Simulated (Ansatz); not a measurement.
Molecule: CuF, net charge -1, doublet state. The spin state was set by rule; other spins were not relaxed. SMILES of the parent species: [F][Cu]
Structure (B3LYP-D3(BJ)/def2-TZVP (Ansatz, a quantum-chemistry and plane-wave program) minimum search):
```
Cu
F 1 1.8732
```
Charge -1, spin multiplicity 2.

Parts of the frozen-core correlation energy in def2-SVP (Ansatz, hartree). Frozen orbitals: 10; correlated occupied orbitals by spin: 10 and 9; virtual: 25 and 26. UHF or UKS for open shells. Spin-orbit coupling is left out. Non-relativistic.

```json
[
 {"term": "reference (HF)", "value": "-1738.04908"},
 {"term": "MP2 opposite-spin", "value": "(withheld)"},
 {"term": "MP2 same-spin", "value": "(withheld)"},
 {"term": "CCSD correlation", "value": "(withheld)"},
 {"term": "(T)", "value": "-0.01305"},
 {"term": "CCSDT minus CCSD(T)", "value": "-0.00209"},
 {"term": "T1 diagnostic", "value": "0.061"},
 {"term": "largest doubles amplitude", "value": "0.059"},
 {"term": "<S^2> of the reference", "value": "0.756"}
]
```

### Question
Some entries are withheld; supply them.

### Answer

- MP2 opposite-spin, value: -0.32725
- MP2 same-spin, value: -0.16868
- CCSD correlation, value: -0.46803
